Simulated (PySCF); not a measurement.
# Stationary points of TeI₃

Level of theory: B3LYP in PySCF with Te def2-SVP with ECP28, I def2-SVP with ECP28; scalar-relativistic core potentials, no spin–orbit coupling; density-fitted integrals.

Relaxations began from a few typed shapes; open shells are unrestricted. The search is not exhaustive: other isomers or separated fragments can lie lower, and high-lying points may rest on an excited occupation.

(1) Which is the lowest minimum found?
A. doublet C3v: Te–I 2.839 Å (×3); I–Te–I 116.0° (×3)
B. doublet D3h: Te–I 2.857 Å (×3); I–Te–I 120.0° (×3)

## Answers

(1) A. The others lie at 10.1 (doublet D3h, a saddle point) kJ/mol above it.

For the lowest minimum: spin–orbit coupling, left out here, can matter for elements this heavy.
